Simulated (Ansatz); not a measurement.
Mulliken charges of `C#C[SiH2][AlH][Cl]` from r2SCAN/def2-TZVPP in Ansatz (PBE0-D4/def2-TZVP geometry).

```csv
atom,x (Å),y (Å),z (Å),charge (e)
C1,-0.626,1.778,1.849,-0.085
C2,-0.380,0.718,1.326,-0.326
Si3,0.009,-0.832,0.444,0.138
Al4,0.480,-0.323,-1.907,0.566
Cl5,0.958,-1.963,-3.135,-0.262
H6,-0.845,2.707,2.323,0.223
H7,-1.150,-1.758,0.571,-0.055
H8,1.181,-1.474,1.099,-0.055
H9,0.461,1.101,-2.588,-0.144
```

**Question.** By hand: the dipole of these point charges (1 e Å = 4.8032 D).

**Answer.** Σ q r = (-0.058, 0.454, 0.013) e Å, of length 0.458 e Å = 2.20 D.

**Question.** How does the dipole of the full density compare? (Estimate.)

**Answer.** Computed: (-0.069, 0.258, 0.167) e Å, 1.51 D; the point charges give 1.46 times that, at 31° from its direction.

Point charges leave out the atoms' own dipoles, such as those of lone pairs, and Mulliken's split depends on the basis, so the two needn't agree.
